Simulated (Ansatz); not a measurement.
A CCSD(T) single point on C2H7BO2S (`COB(S)OC`).

```yaml
crystal:
  periodic: [false, false, false]
  atoms:
    - {symbol: C, position_ang: [-1.695841, -1.652277, -0.072243]}
    - {symbol: O, position_ang: [-0.761760, -0.925722, 0.681983]}
    - {symbol: B, position_ang: [0.069633, 0.018702, 0.179182]}
    - {symbol: S, position_ang: [0.142502, 0.536756, -1.582843]}
    - {symbol: O, position_ang: [0.900250, 0.608996, 1.071476]}
    - {symbol: C, position_ang: [1.821381, 1.608871, 0.701907]}
    - {symbol: H, position_ang: [-2.437698, -0.993696, -0.536275]}
    - {symbol: H, position_ang: [-2.212991, -2.329671, 0.607487]}
    - {symbol: H, position_ang: [-1.207840, -2.248193, -0.850797]}
    - {symbol: H, position_ang: [-0.811196, -0.287278, -2.037561]}
    - {symbol: H, position_ang: [1.312666, 2.485413, 0.288556]}
    - {symbol: H, position_ang: [2.362515, 1.906879, 1.599609]}
    - {symbol: H, position_ang: [2.538878, 1.236220, -0.035882]}
basis:
  gaussian: {orbitals: def2-TZVPP}
correlation: {method: ccsd_t}
```

```sh
$ ansatz run in.yaml --threads 2 --pin off --events-out ev --progress --plain --max-ram 22528MiB --backend cuda --devices 0, --max-vram 18GiB
```

Output of Ansatz, abridged:

```
Functional definition: HF
1765 factors; integrals over basis functions are off by at most 8.1e-4 eV
mean field evaluation 1: about -17736.9381 eV, gradient 4.3e1 eV
mean field evaluation 2: about -17737.2737 eV, gradient 4.3e1 eV
mean field evaluation 4: about -17741.3100 eV, gradient 4.9e0 eV
mean field evaluation 8: about -17741.3880 eV, gradient 3.0e-1 eV
mean field -17741.38845316 eV, -651.9840001086 hartree, gradient 2.4e-6 eV, S^2 0.000000; 0 other end points of the search recorded, 0 dependent functions left out
10 core orbitals not correlated: weight in the atoms' cores, before any rotation towards them, 1.000 or more for the frozen orbitals, at most 0.000 for the correlated occupied ones
reference -17741.38845316 eV, -651.9840001086 hartree; 18, 18 occupied and 267, 267 virtual orbitals, 1765 factors
second order -29.74565138 eV of doubles, -0.00000000 eV of singles
cycle   1  -30.20268695 eV  change   -4.6e-1 eV  update   1.2e-1
cycle   2  -30.90686278 eV  change   -7.0e-1 eV  update   3.4e-2
cycle   3  -31.06935930 eV  change   -1.6e-1 eV  update   1.8e-2
cycle   4  -31.05460706 eV  change    1.5e-2 eV  update   4.1e-3
cycle   5  -31.05255358 eV  change    2.1e-3 eV  update   1.8e-3
cycle   6  -31.05327282 eV  change   -7.2e-4 eV  update   5.5e-4
cycle   7  -31.05287522 eV  change    4.0e-4 eV  update   1.8e-4
cycle   8  -31.05279081 eV  change    8.4e-5 eV  update   5.2e-5
cycle   9  -31.05281393 eV  change   -2.3e-5 eV  update   1.8e-5
perturbative correction -1.24487350 eV, -0.0457482572 hartree
Total energy: -17773.68614059 eV, -653.1709182296 hartree
```

Hardware: 2 threads of an AMD EPYC 7R13 on a shared host and a share of an NVIDIA H100 80 GB. Wall time 5.5 s, peak host memory 0.87 GiB.

MP2 recovers 92.1 % of the CCSD(T) correlation energy and the triples give 3.9 %; T1 = 0.0124.
